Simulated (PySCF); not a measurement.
Relaxation of quintet RuF₂

All numbers come from PySCF, UPBE0, basis Ru def2-TZVP with ECP28, F def2-TZVP (scalar-relativistic core potentials, no spin–orbit coupling, density fitting). A (50,194) grid was used.

A hand-made bent start, of C2v symmetry, held to at least that symmetry:

```xyz
3
charge 0 multiplicity 5, angstrom
Ru    0.0000    0.0000   -0.2944
F     1.5482    0.0000    0.7897
F    -1.5482    0.0000    0.7897
```

**Question.** What forces act on the atoms at the start (eV/Å)?

**Answer.** 
```csv
atom,Fx,Fy,Fz
Ru1,0.00,0.00,0.86
F2,0.69,0.00,-0.43
F3,-0.69,0.00,-0.43
```

**Question.** What does it relax to?

**Answer.** It ends at D∞h with Ru–F 1.866 Å (×2); F–Ru–F 180.0°. A frequency run shows a minimum. Other isomers or separated fragments may lie lower.

**Question.** How much energy is released, and in how many steps?

**Answer.** 108.3 kJ/mol in 8 steps.

Open d and f shells are described by one determinant, and the ground state may have another occupation or spin.
